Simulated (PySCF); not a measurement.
**Computed properties of BH3N, SMILES N[BH]**

BH3N, SMILES [BH]N (connectivity only; charge and spin as stated), charge +1, multiplicity 1. Coordinates come from a TPSSh-D3(BJ)/def2-TZVP optimisation. The spin state was assumed, not searched. The isomer is the one that the SMILES or the coordinates give; other isomers of the formula were not compared. The values are those of a single conformer. All values are computed for the isolated molecule unless a solvent is named; none is compared with measurement here.

**Structure.** The optimised structure has C2v symmetry. All 9 harmonic modes at TPSSh-D3(BJ)/def2-TZVP (PySCF) are real, so it is a minimum.

**Vibrations.** The strongest infrared lines (harmonic, unscaled, degenerate partners summed) lie at 3440 cm⁻¹ (279 km/mol, H 95 %), 3505 cm⁻¹ (256 km/mol, H 91 %, N 9 %), 1607 cm⁻¹ (250 km/mol, H 42 %, N 38 %, B 20 %). The softest mode is at 573 cm⁻¹ and the zero-point energy is 22.6 kcal/mol.

**Electronic structure.** ωB97X/def2-TZVPD (PySCF) places the frontier levels at -19.43 and -6.27 eV, a gap of 13.16 eV and a mean polarisability of 17.3 bohr³. PBE/def2-TZVPD (PySCF) at the same geometry gives -15.54 and -9.97 eV, so its gap is 7.59 eV narrower. An orbital gap is neither the optical nor the fundamental gap.

**Excitations.** TDDFT-PBE0/def2-TZVPD (PySCF) has S1 at 5.85 eV (212 nm, f = 0.000, dark); the most intense of the 10 singlets computed lies at 12.23 eV (f = 0.27). T1 (TDA) is at 5.50 eV. TDDFT-PBE/def2-TZVPD (PySCF) puts S1 at 5.56 eV. No vertical singlet excitation falls in the visible range (under 3.1 eV).

**NMR.** GIAO shifts at HF/pcSseg-2 (PySCF) (non-relativistic, atoms alike by connectivity averaged): ¹H from 5.9 to 7.0 ppm against TMS; ¹¹B at 45.9 ppm against BF3.
